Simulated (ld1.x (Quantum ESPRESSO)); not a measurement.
tungsten (W) TM: all-electron and pseudo phase curves

ld1.x (Quantum ESPRESSO) 7.5 input, shortened:

```
&input
   title='W', zed=74., rel=2, dft='PBESOL', iswitch=3,
   config='[Xe] 4f14 5d4 6s1 6p0', rel_dist='average'
 /
 &inputp
   pseudotype=2, tm=.true., lloc=0,
   nlcc=.true., new_core_ps=.true., rcore=0.95
 /
3
6P  2  1   0.00   0.00  2.80  2.80  0.0
5D  3  2   4.00   0.00  1.45  1.45  0.0
6S  1  0   1.00   0.00  2.05  2.05  0.0
 &test
   configts(1)='5d4 6s1 6p0'
 /
```

Open shells are filled in proportion to 2j + 1 (rel_dist='average').

The phase is arctan(r·u′/u) with u = r·R(r), unwrapped; energies in Ry, scanned from -3 to 5 Ry. A pole is an energy at which the radial function vanishes at the test radius. The pseudo phase is shifted by a multiple of π to meet the all-electron one at the reference energy, and phase errors are pseudo minus all-electron; the curves can meet again beyond the range given. Levels narrower than the energy grid can be missing from the lists of poles.

For each channel, where are the poles, and over which energies does the pseudopotential scatter like the atom?

```
channel  radius (bohr)  reference energy (Ry)  poles, all-electron  poles, pseudo  unbroken range about the reference energy with phases within 0.05 rad  phase error 1 Ry above the reference energy (rad)
      s           3.05                  -0.90                 0.42     0.27, 2.30                                                              below 0.6                                             -0.020
   p1/2           3.05                  -0.54                 1.40           1.30                                                              below 2.8                                             -0.009
   p3/2           3.05                  -0.48                 1.83           1.50                                                              below 1.9                                             -0.030
   d3/2           3.05                  -0.90          -0.62, 3.91    -0.62, 4.75                                                              below 0.6                                             +0.015
   d5/2           3.05                  -0.84          -0.53, 4.03    -0.53, 4.86                                                              below 0.7                                             +0.014
```

Phases in the p1/2 channel:

| E (Ry) | all-electron | pseudo |
| --- | --- | --- |
| -3.00 | 1.344 | 1.338 |
| -2.76 | 1.328 | 1.323 |
| -2.52 | 1.310 | 1.305 |
| -2.28 | 1.288 | 1.283 |
| -2.04 | 1.260 | 1.255 |
| -1.80 | 1.222 | 1.218 |
| -1.56 | 1.171 | 1.167 |
| -1.32 | 1.095 | 1.092 |
| -1.08 | 0.973 | 0.970 |
| -0.84 | 0.750 | 0.748 |
| -0.60 | 0.298 | 0.298 |
| -0.36 | -0.413 | -0.414 |
| -0.12 | -0.936 | -0.941 |
| 0.12 | -1.197 | -1.204 |
| 0.36 | -1.337 | -1.345 |
| 0.60 | -1.423 | -1.432 |
| 0.84 | -1.481 | -1.492 |
| 1.08 | -1.525 | -1.537 |
| 1.32 | -1.560 | -1.573 |
| 1.56 | -1.590 | -1.605 |
| 1.80 | -1.617 | -1.635 |
| 2.04 | -1.642 | -1.664 |
| 2.28 | -1.668 | -1.695 |
| 2.52 | -1.695 | -1.730 |
| 2.76 | -1.725 | -1.771 |
| 3.00 | -1.761 | -1.825 |
| 3.24 | -1.806 | -1.902 |
| 3.48 | -1.867 | -2.026 |
| 3.72 | -1.959 | -2.258 |
| 3.96 | -2.112 | -2.765 |
| 4.20 | -2.412 | -3.562 |
| 4.44 | -3.017 | -4.071 |
| 4.68 | -3.728 | -4.305 |
| 4.92 | -4.122 | -4.427 |
